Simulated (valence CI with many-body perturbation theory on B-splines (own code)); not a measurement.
# Which ion has this spectrum?

A relativistic CI+MBPT calculation for an atom or ion with 23 electrons gives these levels (eV):

```tsv
J	Parity	E	g
5/2	even	0.000	1.60
5/2	even	13.669	1.22
7/2	even	22.038	1.14
3/2	even	22.771	1.27
11/2	even	23.203	1.15
9/2	even	25.843	1.15
5/2	even	26.819	1.14
1/2	even	28.009	1.87
7/2	even	31.744	1.13
5/2	even	35.060	1.21
3/2	even	38.567	0.81
7/2	even	38.946	1.21
11/2	even	39.710	1.06
9/2	even	41.464	1.14
```

The energies are calculated, and their last digits are not significant.

(1) Which is it?
A. Cs32+
B. Nd37+
C. Ce35+
D. La34+

Answers

(1) D. La34+, ground level (3d3/2^4 3d5/2) J=5/2.
